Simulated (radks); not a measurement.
Values are calculated unless marked as measured or tabulated.
These are the eigenvalues of the occupied orbitals of an atom or ion with whole-number occupations (hartree). Code: a radial shooting solver on a logarithmic mesh with Libxc functionals. Model: Dirac Kohn-Sham, PBE, spin-unpolarised, spherical densities, finite nucleus; Fermi nuclear charge, rms radius of each element as measured or else 0.836 A^(1/3) + 0.57 fm.

| orbital | eigenvalue |
|---|---|
| 1s1/2 | -945.4183 |
| 2s1/2 | -151.8338 |
| 2p1/2 | -142.2071 |
| 2p3/2 | -135.7508 |
| 3s1/2 | -39.36148 |
| 3p1/2 | -35.53172 |
| 3p3/2 | -34.36613 |
| 3d3/2 | -27.62353 |
| 3d5/2 | -27.38509 |
| 4s1/2 | -15.92032 |
| 4p1/2 | -14.53696 |

Which element is it, and in what charge state? The configuration may be excited. Open shells, if any, fill j = l - 1/2 first.

Answer. Z = 47, silver, charge +16: Ag16+ in [Ar] 3d10 4s2 4p1. The list shows which subshells hold electrons but not how many an open one holds; the 1s level, -945.42 hartree, gives Z - s = 43.5 by -(Z - s)^2/2, which with screening and relativity narrows Z to a few neighbours, and the depths of the outer levels then fix element, charge and occupations together.
